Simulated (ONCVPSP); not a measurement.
Transferability test, ONCV potential for selenium (Se)

selenium, optimised norm-conserving Vanderbilt (ONCV), made with ONCVPSP 4.0.1 (PBE, fully relativistic). Core [Ar] 3d10, reference 4s2 4p2 (charge +2). Waves: 4s: rc 1.30 bohr, ncon 4, nbas 8, qcut 5.4 1/bohr, 2 projectors, debl 3.6 Ha; 4p: rc 1.60 bohr, ncon 4, nbas 7, qcut 5.4 1/bohr, 2 projectors, debl 0.4 Ha. Local part: polynomial inside 1.25 bohr (lpopt 5, dvloc0 4 Ha). Core correction: Teter function, fcfact 2.75, rcfact 1.6.

Open shells are filled in proportion to 2j + 1.

In the p channel the program set the typed energies aside and used -0.930, 0.250 Ha (j = l + 1/2; the other j can differ).

Energies are relative to the spin-unpolarised reference configuration 4s2 4p2; without spin polarisation the order of configurations can differ from experiment.

| valence configuration | charge | ΔE all-electron (eV) | error AE − PS (meV) |
| --- | --- | --- | --- |
| 4s2 4p4 | 0 | -31.203 | -84 |
| 4s2 4p3.5 | +0.5 | -26.891 | -58 |

What are ΔE and the potential's error for 4s2 4p1?

ΔE = 30.875 eV all-electron; the error (AE − PS) is -57 meV.

What are ΔE and the potential's error for 4s2 4p3?

ΔE = -20.353 eV all-electron; the error (AE − PS) is -31 meV.

Levels in the configuration 4s2 4p3:

```
   level  all-electron (eV)  pseudo (eV)
4s j=1/2            -26.853      -26.796
4p j=3/2            -15.261      -15.211
4p j=1/2            -15.704      -15.652
```

Note: ghosts flagged at negative energy: s at -233.9 eV; no localised positive-energy state flagged. A true bound ghost makes a file unfit for plane-wave use.
